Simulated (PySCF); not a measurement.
# Correlation energy of Ar²⁺ (argon, charge +2)

[Ne] 3s2 3p3 4s1, high-spin 5S determinant (an excited configuration). Calculation: PySCF 2.14, in aug-cc-pCVTZ-DK with one added diffuse shell each of s, p, d, f type (9s8p6d4f, 91 functions); scalar relativity by spin-free X2C-1e. Frozen: [Ne]; 6 electrons correlated.

MP2 pair energies summed by pair of shells (mhartree):

| pair | energy | share (%) |
| --- | --- | --- |
| 3s-3p | -68.81 | 56.1 |
| 3p-3p | -23.94 | 19.5 |
| 3p-4s | -10.91 | 8.9 |
| 3s-3s | -10.48 | 8.5 |
| 3s-4s | -8.57 | 7.0 |

Total MP2 correlation energy: -122.71 mhartree.

Same-spin part -38.77 and opposite-spin part -83.94 mhartree; SCS-MP2 scales them by 1/3 and 6/5 to -113.65 mhartree.
